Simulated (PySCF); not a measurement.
# Ionising SrTl

HSE06; Sr def2-SVPD with ECP28, Tl def2-SVPD with ECP60; scalar-relativistic core potentials (PySCF 2.14). Neutral (UKS): doublet (π ↑), Re = 3.457 Å, ωe = 83.0 cm⁻¹, De = 0.58 eV, HOMO -3.06 eV, LUMO -2.38 eV.

SrTl⁺ (UKS): singlet (closed shell), Re = 3.832 Å, ωe = 71.4 cm⁻¹. The energies at the minima are -203.18266 hartree for SrTl and -203.01115 for SrTl⁺.

Problem. Work out the adiabatic ionisation energy, without and with harmonic zero-point energies (1 hartree = 27.2114 eV, 1 eV = 8065.5 cm⁻¹), and the change of the bond length.

Solution. At HSE06: 0.17151 hartree = 4.667 eV between the minima; the zero-point term (71.4 − 83.0)/2 cm⁻¹ = -0.001 eV makes it 4.666 eV. Re changes by +37.5 pm against the neutral. The electron leaves a π orbital, and the longer bond of the ion fits a bonding orbital, or a change in how ionic the bond is.

SrTl⁻ (UKS): triplet (π ↑↑), Re = 3.256 Å, ωe = 98.5 cm⁻¹. The energies at the minima are -203.18266 hartree for SrTl and -203.21604 for SrTl⁻.

Problem. Work out the adiabatic electron affinity, without and with harmonic zero-point energies (1 hartree = 27.2114 eV, 1 eV = 8065.5 cm⁻¹), and the change of the bond length.

Solution. At HSE06: 0.03338 hartree = 0.908 eV between the minima; the zero-point term (83.0 − 98.5)/2 cm⁻¹ = -0.001 eV makes it 0.907 eV. Re changes by -20.1 pm against the neutral. The electron enters a π orbital, and the shorter bond of the ion fits a bonding orbital, or a change in how ionic the bond is.

Closed-shell solutions of metal pairs were not tested for spin polarisation, which can lower them a little. These are scalar-relativistic numbers at best; spin–orbit coupling would shift them, the dissociation energy most. The highest Kohn–Sham level is positive in this anion. Much of that is self-interaction error, but it also means that the finite basis helps to hold the extra electron. States were picked by a PBE0 search and need not be the measured ground states.
